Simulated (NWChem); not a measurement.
System meant: ZnOH, doublet; SMILES [OH][Zn]

Here is an NWChem input.

```
start job
memory heap 200 mb stack 900 mb global 1100 mb
geometry units angstroms noautoz
  Zn     0.038945    -0.384102     0.000000
  O     -0.134955     1.424579     0.000000
  H      0.723722     1.865575     0.000000
end
basis spherical
  * library def2-svp
end
dft
  odft
  mult 3
  xc pbe0
  iterations 150
  mulliken
end
task dft energy
```

End of the output:

```
 Summary of "ao basis" -> "" (spherical)
 ------------------------------------------------------------------------------
       Tag                 Description            Shells   Functions and Types
 ---------------- ------------------------------  ------  ---------------------
 *                          def2-svp                  on all atoms

                                 NWChem DFT Module
                                 -----------------

 Summary of "ao basis" -> "ao basis" (spherical)
 ------------------------------------------------------------------------------
       Tag                 Description            Shells   Functions and Types
 ---------------- ------------------------------  ------  ---------------------
 Zn                         def2-svp                11       31   5s3p2d1f
 O                          def2-svp                 6       14   3s2p1d
 H                          def2-svp                 3        5   2s1p

 Summary of "ao basis" -> "ao basis" (spherical)
 ------------------------------------------------------------------------------
       Tag                 Description            Shells   Functions and Types
 ---------------- ------------------------------  ------  ---------------------
 Zn                         def2-svp                11       31   5s3p2d1f
 O                          def2-svp                 6       14   3s2p1d
 H                          def2-svp                 3        5   2s1p

      Symmetry analysis of basis
      --------------------------

        a'         35
        a"         15

  number of electrons :                   39
  multiplicity        :                    3
 ------------------------------------------------------------------------
  no. of electrons and multiplicity not compatible                  39
 ------------------------------------------------------------------------
 ------------------------------------------------------------------------
  current input line :
    18: task dft energy
 ------------------------------------------------------------------------
 ------------------------------------------------------------------------
 There is an error in the input file
 ------------------------------------------------------------------------
 For more information see the NWChem manual at https://nwchemgit.github.io

0: no. of electrons and multiplicity not compatible:Received an Error in Communication
```

Problem. Find the fault in this run and fix the input.

Solution. The input was rejected before any calculation. Cause: the multiplicity doesn't fit the number of electrons (an even count wants an odd multiplicity, and the reverse). This input runs:
```
start job
memory heap 200 mb stack 900 mb global 1100 mb
geometry units angstroms noautoz
  Zn     0.038945    -0.384102     0.000000
  O     -0.134955     1.424579     0.000000
  H      0.723722     1.865575     0.000000
end
basis spherical
  * library def2-svp
end
dft
  odft
  mult 2
  xc pbe0
  iterations 150
  mulliken
end
task dft energy
```
It converges to -1854.53903 Ha (PBE0/def2-SVP, spin-unrestricted).
